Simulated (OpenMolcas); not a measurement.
Tc5+ among 6 point charges of -1 e arranged as an octahedron (Oh), 1.99 Å from the ion.
```
   1.9900    0.0000    0.0000  -1.00
   0.0000    1.9900    0.0000  -1.00
  -1.9900    0.0000    0.0000  -1.00
   0.0000   -1.9900    0.0000  -1.00
   0.0000    0.0000    1.9900  -1.00
   0.0000    0.0000   -1.9900  -1.00
```

```json
{
  "Program": "OpenMolcas 26.06",
  "Method": "CASSCF",
  "Basis": "ANO-RCC-VTZP [7s6p4d2f1g]",
  "Scalar Hamiltonian": "DKH2, point nucleus",
  "Active space": "2 electrons in 5 orbitals (4d)",
  "State averaging": "2S+1 = 3 even, 10 roots; 2S+1 = 1 even, 15 roots",
  "Spin-orbit coupling": "state interaction with AMFI integrals over the reference wave functions"
}
```

(1) What is the spin-free ground state (labels of O, the rotations of Oh)?

(2) Where is the first state of the same spin?

(3) What are the lowest two levels with spin-orbit coupling?

(4) What is χT at 300 K, and how does it compare with the textbook value?

(5) Which ligand-field parameters describe the states?

## Answers

(1) 3T1, 3-fold in its orbital part, 99 % from free-ion F terms; it has the highest spin that d2 allows.

(2) 3T2 at 3410 cm-1 above the ground state.

(3) A 2-fold level E, then a 3-fold level T2 440.5 cm-1 above it. Their leading multiplicities are 3 (99 %) and 3 (99 %).

(4) The lowest level has 2S+1 = 3, for which the spin-only value is χT = S(S+1) / 2 = 1.000 cm3 K/mol (g = 2). The computed 0.144 at 300 K differs by -0.856, through orbital momentum, spin-orbit coupling and any other state in reach. With a threefold ground state the orbital momentum is unquenched, so the spin-only value is not expected to hold.

(5) A least-squares ligand-field fit to the states below 45000 cm-1, each weighted by its degeneracy and with a free common offset, gives 10Dq = 4093 cm-1, B = 945 cm-1 and C = 3851 cm-1 (C/B = 4.07), with an rms deviation of 62 cm-1. 

An orbital triplet at a regular site is open to Jahn-Teller coupling, which can distort the site and quench the lowest spin-orbit gaps and is left out. Without dynamic correlation the repulsion within the d shell is too large (B by tens of per cent), so at a given field states of lower spin stand too high. This field is weak: 10Dq is about 4093 cm-1, while octahedral complexes of 4d ions of charge 3 and more, computed by the same method with explicit ligands, had a median near 25000 cm-1. Ground spin and moment need not be those of a real site. This is an electrostatic model: the charges have no orbitals. No measured value stands beside these numbers.
